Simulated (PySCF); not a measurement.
**C4H3BrO3**

Geometry:
| atom | x (Å) | y (Å) | z (Å) |
| --- | --- | --- | --- |
| C1 | -1.894 | -0.271 | 0.210 |
| C2 | -0.437 | -0.065 | 0.092 |
| O3 | 0.403 | -0.186 | 1.080 |
| O4 | 0.145 | 0.248 | -1.022 |
| C5 | 1.483 | 0.348 | -0.781 |
| Br6 | 2.607 | 0.794 | -2.188 |
| C7 | 1.757 | 0.084 | 0.568 |
| O8 | 2.714 | 0.039 | 1.282 |
| H9 | -2.117 | -1.334 | 0.313 |
| H10 | -2.269 | 0.234 | 1.098 |
| H11 | -2.386 | 0.112 | -0.679 |

Method: GIAO B3LYP/pcSseg-1 magnetisability, rotational g tensor and spin-rotation constants, non-relativistic, gas phase (PySCF 2.14.0). Geometry: GFN2-xTB.

The bonding changed while the geometry was optimised; results refer to the coordinates, not to the name. The calculation is non-relativistic, which matters for the atoms heavier than Zn.

Q: How diamagnetic is it, and how anisotropic?

A: Isotropic -1272 × 10⁻³⁰ J/T², or -76.6 × 10⁻⁶ cm³/mol; principal values -1448, -1282, -1088 × 10⁻³⁰ J/T², anisotropy 312 × 10⁻³⁰ J/T² (root of half the summed squared differences of the principal values). The susceptibility is in cgs units.

Q: Split it along the inertial axes a, b, c into diamagnetic and paramagnetic parts about the centre of mass, with the quadrupole moment.

A: 
```csv
axis,χ (10⁻⁶ cm³/mol),diamagnetic (10⁻⁶ cm³/mol),paramagnetic (10⁻⁶ cm³/mol),summed x² of all electrons (Å²),quadrupole Θ (D Å)
a,-75.1,-516.7,441.6,300.9,+18.14
b,-67.6,-1333.2,1265.6,108.4,-16.32
c,-87.2,-1736.2,1649.0,13.4,-1.82
```
Anisotropies 2χaa − χbb − χcc = +4.7 and 2χbb − χaa − χcc = +27.0 × 10⁻⁶ cm³/mol. Θ is traceless in Buckingham's convention.

Q: And the rotational g tensor?

A: 
| axis | rotational constant (GHz) | g | nuclear part | electronic part |
| --- | --- | --- | --- | --- |
| a | 2.7642 | -0.0442 | 0.5292 | -0.5735 |
| b | 0.8801 | -0.0088 | 0.5145 | -0.5233 |
| c | 0.6703 | -0.0032 | 0.5161 | -0.5193 |

Asymmetric top; isotopes 79Br, 12C, 1H, 16O; no vibrational averaging.
